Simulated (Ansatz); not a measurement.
One geometry of `C[SiH]([O])F` radical, several functionals.

```yaml
crystal:
  periodic: [false, false, false]
  atoms:
    - {symbol: C, position_ang: [-0.373862, 0.890645, -0.192127]}
    - {symbol: Si, position_ang: [0.315809, -0.791041, 0.174076]}
    - {symbol: O, position_ang: [1.952468, -0.649549, 0.271448]}
    - {symbol: F, position_ang: [-0.159138, -1.795922, -0.969480]}
    - {symbol: H, position_ang: [0.050912, 1.284199, -1.117506]}
    - {symbol: H, position_ang: [-0.149931, 1.582160, 0.621225]}
    - {symbol: H, position_ang: [-1.457213, 0.816066, -0.312940]}
    - {symbol: H, position_ang: [-0.086946, -1.393459, 1.469404]}
basis:
  gaussian: {orbitals: def2-TZVPP}
magnetization: {spin_polarized: true, initial_magnetization: 1}
hamiltonian: {xc: {name: wB97M-V}}
output: {forces: true, orbitals: {seedname: orbitals}}
```

```sh
$ ansatz run in.yaml --threads 2 --pin off --events-out ev --progress --plain --max-ram 32768MiB --backend cpu
```

Shortened log:

```
Functional definition: wB97M-V
1014 factors; their error is unknown
229 factors; integrals over basis functions are off by at most 9.5e-6 eV
mean field evaluation 1: about -13736.7993 eV, gradient 4.4e1 eV
mean field evaluation 2: about -13731.7914 eV, gradient 6.0e1 eV
mean field evaluation 4: about -13744.9147 eV, gradient 5.2e0 eV
mean field evaluation 8: about -13745.2274 eV, gradient 1.6e-1 eV
mean field evaluation 16: about -13745.2437 eV, gradient 4.2e-2 eV
mean field evaluation 32: about -13745.2447 eV, gradient 4.9e-5 eV
mean field -13745.24470316 eV, -505.1284259795 hartree, gradient 1.2e-5 eV, S^2 0.754002; 2 other end points of the search recorded, 0 dependent functions left out
reference -13745.24474509 eV, -505.1284275204 hartree; 21, 20 occupied and 170, 171 virtual orbitals, 1014 factors
Total energy: -13745.24474509 eV, -505.1284275204 hartree
Atom 0 at    -0.373862     0.890645    -0.192127 Å, force     0.011216    -0.035890    -0.003707 eV/Å
Atom 1 at     0.315809    -0.791041     0.174076 Å, force    -0.264876     0.075761     0.260860 eV/Å
Atom 2 at     1.952468    -0.649549     0.271448 Å, force     0.181635     0.005267     0.002124 eV/Å
Atom 3 at    -0.159138    -1.795922    -0.969480 Å, force    -0.019424    -0.081976    -0.100737 eV/Å
Atom 4 at     0.050912     1.284199    -1.117506 Å, force    -0.038932    -0.016704     0.067394 eV/Å
Atom 5 at    -0.149931     1.582160     0.621225 Å, force    -0.023978    -0.042567    -0.066000 eV/Å
Atom 6 at    -1.457213     0.816066    -0.312940 Å, force     0.086460     0.024390     0.007283 eV/Å
Atom 7 at    -0.086946    -1.393459     1.469404 Å, force     0.067899     0.071718    -0.167217 eV/Å
Dipole moment:    -0.321090     0.317548     0.117167 e Å
```

It took 31 s on 2 threads of an AMD EPYC 7R13 on a shared host, with 0.9 GiB of host memory at the peak.

The same input with `hamiltonian: {xc: {name: r2SCANh}, dispersion: d4}` and no forces (abridged; 20 s):

```
Functional definition: r2SCANh
mean field evaluation 16: about -13743.9763 eV, gradient 3.6e-2 eV
mean field evaluation 32: about -13743.9765 eV, gradient 1.7e-4 eV
mean field -13743.97648354 eV, -505.0818197682 hartree, gradient 1.9e-5 eV, S^2 0.755802; 2 other end points of the search recorded, 0 dependent functions left out
Total energy: -13744.00893816 eV, -505.0830124535 hartree
```

Changing it to `hamiltonian: {xc: {name: B97M-V}}` and no forces (abridged; 28 s):

```
Functional definition: B97M-V
mean field evaluation 16: about -13744.1934 eV, gradient 3.2e-2 eV
mean field evaluation 32: about -13744.1935 eV, gradient 2.9e-5 eV
mean field -13744.19347420 eV, -505.0897940279 hartree, gradient 1.2e-5 eV, S^2 0.754966; 2 other end points of the search recorded, 0 dependent functions left out
Total energy: -13744.19352642 eV, -505.0897959468 hartree
```

With the line `hamiltonian: {xc: {name: B3LYP}, dispersion: d4}` (abridged; 15 s):

```
Functional definition: B3LYP
mean field evaluation 16: about -13748.4366 eV, gradient 1.8e-2 eV
mean field evaluation 32: about -13748.4366 eV, gradient 5.8e-5 eV
mean field -13748.43658382 eV, -505.2457254302 hartree, gradient 1.6e-6 eV, S^2 0.754189; 2 other end points of the search recorded, 0 dependent functions left out
Total energy: -13748.64862011 eV, -505.2535176204 hartree
Atom 0 force    -0.070830     0.171079    -0.021080 eV/Å
Atom 1 force     0.146982    -0.063737     0.197760 eV/Å
Atom 2 force    -0.000562     0.010535     0.011293 eV/Å
Atom 3 force    -0.081197    -0.126105    -0.140291 eV/Å
Atom 4 force    -0.026122    -0.012904     0.052899 eV/Å
Atom 5 force    -0.017659    -0.025882    -0.052548 eV/Å
Atom 6 force     0.047726     0.010000     0.004354 eV/Å
Atom 7 force     0.001663     0.037014    -0.052387 eV/Å
Dipole moment:    -0.361722     0.331056     0.124479 e Å
```

Changing it to `hamiltonian: {xc: {name: r2SCAN0}, dispersion: d4}` and no forces (abridged; 21 s):

```
Functional definition: r2SCAN0
mean field evaluation 16: about -13743.4932 eV, gradient 6.1e-2 eV
mean field evaluation 32: about -13743.4944 eV, gradient 2.8e-4 eV
mean field -13743.49442082 eV, -505.0641042899 hartree, gradient 1.7e-5 eV, S^2 0.755972; 2 other end points of the search recorded, 0 dependent functions left out
Total energy: -13743.53031285 eV, -505.0654232976 hartree
```

Changing it to `hamiltonian: {xc: {name: LC-wPBE}}` and no forces (abridged; 9.5 s):

```
Functional definition: LC-wPBE
mean field evaluation 16: about -13741.8480 eV, gradient 4.2e-2 eV
mean field evaluation 32: about -13741.8492 eV, gradient 1.8e-4 eV
mean field -13741.84915426 eV, -505.0036418591 hartree, gradient 1.4e-5 eV, S^2 0.753696; 2 other end points of the search recorded, 0 dependent functions left out
Total energy: -13741.84915426 eV, -505.0036418593 hartree
```

B3LYP takes the VWN-RPA correlation (the form of Gaussian; ORCA's B3LYP/G).
